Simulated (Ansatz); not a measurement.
`C[SiH2][AsH2]` + `C[SeH]` → `C[Se][AsH2]` + `C[SiH3]` at 400 K and 1 bar (cleavage of the As–Si bond).

Gas-phase electronic energies from Ansatz, PBE0-D4/def2-TZVP geometries. CCSD(T)/CBS is the MP2 limit (def2-TZVPP, def2-QZVPP) plus CCSD(T) − MP2 in def2-TZVPP, frozen cores. This one scheme is used for every species. For As, Se outer-core shells are correlated without core-valence functions, which leaves a few kJ/mol of doubt a bond. Scalar relativity is left out up to krypton.

```csv
species,CCSD(T)/CBS energy (Eh),H − E (kJ/mol),S (J/(mol·K))
`C[SiH2][AsH2]`,-2566.35921,212.7,363.9
`C[SeH]`,-2441.15625,135.4,284.5
`C[Se][AsH2]`,-4676.77761,168.0,364.9
`C[SiH3]`,-330.73916,180.9,277.1
```

H − E and S are ideal-gas, rigid-rotor, harmonic terms from PBE0-D4/def2-TZVP, for one conformer and one mirror image of each species. 1 Eh = 2625.50 kJ/mol, R = 8.31446 J/(mol·K).

Problem. By hand: ΔE, ΔH, ΔS and ΔG.

Solution. ΔE = (-4676.77761) + (-330.73916) − (-2566.35921) − (-2441.15625) = -0.00131 Eh = -3.4 kJ/mol. Δ(H − E) = 168.0 + 180.9 − 212.7 − 135.4 = 0.8, so ΔH = -2.6 kJ/mol. ΔS = 364.9 + 277.1 − 363.9 − 284.5 = -6.4 J/(mol·K). ΔG = -2.6 − 400 × (-6.4)/1000 = 0.0 kJ/mol.

Problem. By hand: the equilibrium constant, and the temperature at which ΔG would vanish if ΔH and ΔS stayed fixed.

Solution. log₁₀ K = −ΔG/(RT ln 10) = 0.0. ΔG = 0 at ΔH/ΔS = 406 K, though so small a ΔH makes that figure unsure.

TΔS isn't small against ΔH here. The sign of ΔG lies within the doubt. A doubt of 5 kJ/mol in ΔE shifts log₁₀ K by 0.7 here. Other conformers and mirror images would add mixing entropy, several J/(mol·K) or more a flexible species. These are equilibria of isolated gas molecules and say nothing of rates. Largest T1 diagnostic: 0.011 (customary marks: 0.02 for closed shells, 0.045 for open ones).
